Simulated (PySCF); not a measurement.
Simulated C 1s region for GePhMe3, `[CH3][Ge]([CH3])([CH3])[c]1ccccc1`, binding energy against the vacuum level.

Every computed line was given a Gaussian of 0.8 eV full width at half maximum and an area set by the number of equivalent atoms; the highest printed point is 100. Computed, not measured: PySCF 2.14.0, delta-SCF UKS SCAN, pcX-2 on the ionised atom, pcseg-1 elsewhere, spin-free X2C.

binding energy (eV), intensity and a bar:
```
    288.3          0 
    288.4          0 
    288.5          0 
    288.6          1 
    288.7          1 
    288.8          2 #
    288.9          5 #
    289.0          8 ##
    289.1         14 ####
    289.2         22 #######
    289.3         33 ##########
    289.4         46 ##############
    289.5         62 ###################
    289.6         78 #######################
    289.7         91 ###########################
    289.8         99 ##############################
    289.9        100 ##############################
    290.0         94 ############################
    290.1         81 ########################
    290.2         65 ####################
    290.3         48 ##############
    290.4         33 ##########
    290.5         21 ######
    290.6         12 ####
    290.7          6 ##
    290.8          3 #
    290.9          1 
    291.0          1 
    291.1          0
```

Problem. Count the maxima, the lines and the sites behind this envelope.

Solution. The curve has 1 maximum (at 289.9 eV). Under it lie 5 lines from 5 inequivalent carbon sites. At this width some lines have no maximum of their own.

Problem. Decompose the envelope and assign each component. Bonds: Ge1–C2, Ge1–C13, Ge1–C17, Ge1–C21, C2–C3, C2–C7, C3–C4, C4–C5, C5–C6, C6–C7. Hydrogens: H8 on C3; H9 on C4; H10 on C5; H11 on C6; H12 on C7; H14, H15, H16 on C13; H18, H19, H20 on C17; H22, H23, H24 on C21.

Solution. 
```json
{"position (eV)": "289.47", "relative area": "1", "line": "C 1s", "atoms": "C2", "environment": "carbon bonded to 2 C and Ge"}
{"position (eV)": "289.81", "relative area": "3", "line": "C 1s", "atoms": "C13/C17/C21", "environment": "carbon bonded to Ge and 3 H"}
{"position (eV)": "289.89", "relative area": "2", "line": "C 1s", "atoms": "C3/C7", "environment": "carbon bonded to 2 C and H"}
{"position (eV)": "289.97", "relative area": "1", "line": "C 1s", "atoms": "C5", "environment": "carbon bonded to 2 C and H"}
{"position (eV)": "289.98", "relative area": "2", "line": "C 1s", "atoms": "C4/C6", "environment": "carbon bonded to 2 C and H"}
```

Problem. What are the centre and the root-mean-square width of the whole band?

Solution. The area-weighted mean of the lines is 289.85 eV. Their own spread about it is 0.15 eV (rms) and each Gaussian has σ = 0.8/2.355 = 0.34 eV; the variances add, which gives 0.37 eV.

Lowest listed C 1s: C2, bonded to 2 C and Ge. Highest, 0.51 eV above it: C4/C6, bonded to 2 C and H. The widest gap between neighbouring values is 0.34 eV, between 289.47 and 289.81 eV. The values 289.97 and 289.98 eV lie too close for their order to be trusted.

No satellites, vibrations or lifetime broadening are included. One atom of each set of topologically equivalent atoms was ionised and stands for the set; in this conformer not all members are related by symmetry, and their own values weren't computed. Spin contamination (⟨S²⟩ against 0.75 for a pure doublet) is marked for C 1s of C2 (0.85), which makes this value less certain. One conformer (not necessarily the lowest) at the PBE0-D3(BJ)/def2-SVP geometry, without solvent, vibrations or thermal averaging.
